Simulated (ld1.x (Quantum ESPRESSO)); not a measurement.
**magnesium ultrasoft: all-electron and pseudo phase curves**

```
Element                 : magnesium (Mg)
Generator               : ld1.x (Quantum ESPRESSO) 7.5
Type                    : ultrasoft
Functional              : PBEsol
Relativity              : non-relativistic
Frozen core             : [He]
Valence charge          : 10
Reference configuration : 2s2 2p6 3s2 3p0
Partial waves           : 2s (bound): rcut 1.00, rcutus 1.10 bohr; 3s (bound): rcut 1.00, rcutus 1.10 bohr; 2p (bound): rcut 1.05, rcutus 1.20 bohr; 3p (bound, empty): rcut 1.05, rcutus 1.20 bohr; 3d channel at 0.4 Ry: rcut 0.90, rcutus 1.20 bohr
Local potential         : all-electron potential smoothed inside 1.10 bohr (lloc = -1)
Core correction         : none
Augmentation charge     : PSQ, radius 0.65 bohr
```

The phase is arctan(r·u′/u) with u = r·R(r), unwrapped; energies in Ry, scanned from -8 to 5 Ry. A pole is an energy at which the radial function vanishes at the test radius. The pseudo phase is shifted by a multiple of π to meet the all-electron one at the reference energy, and phase errors are pseudo minus all-electron; the curves can meet again beyond the range given. Levels narrower than the energy grid can be missing from the lists of poles.

```csv
channel,radius (bohr),reference energy (Ry),"poles, all-electron","poles, pseudo",unbroken range about the reference energy with phases within 0.05 rad,phase error 1 Ry above the reference energy (rad)
s,1.29,-0.34,-4.86,-4.86,below 3.8,-0.000
p,1.29,-0.10,-2.48,-2.48,the whole range,-0.000
d,1.29,0.40,none,none,the whole range,+0.000
```

Phases in the d channel:

| E (Ry) | all-electron | pseudo |
| --- | --- | --- |
| -8.00 | 1.323 | 1.323 |
| -7.52 | 1.317 | 1.317 |
| -7.04 | 1.310 | 1.310 |
| -6.56 | 1.303 | 1.303 |
| -6.08 | 1.295 | 1.295 |
| -5.60 | 1.287 | 1.287 |
| -5.12 | 1.278 | 1.278 |
| -4.64 | 1.268 | 1.268 |
| -4.16 | 1.257 | 1.257 |
| -3.68 | 1.244 | 1.245 |
| -3.20 | 1.231 | 1.231 |
| -2.72 | 1.216 | 1.216 |
| -2.24 | 1.198 | 1.198 |
| -1.76 | 1.179 | 1.179 |
| -1.28 | 1.156 | 1.156 |
| -0.80 | 1.129 | 1.129 |
| -0.32 | 1.098 | 1.098 |
| 0.16 | 1.061 | 1.061 |
| 0.64 | 1.015 | 1.015 |
| 1.12 | 0.958 | 0.958 |
| 1.60 | 0.886 | 0.886 |
| 2.08 | 0.792 | 0.792 |
| 2.56 | 0.667 | 0.668 |
| 3.04 | 0.499 | 0.500 |
| 3.52 | 0.275 | 0.279 |
| 4.00 | -0.004 | 0.002 |
| 4.48 | -0.308 | -0.299 |
| 4.96 | -0.587 | -0.578 |
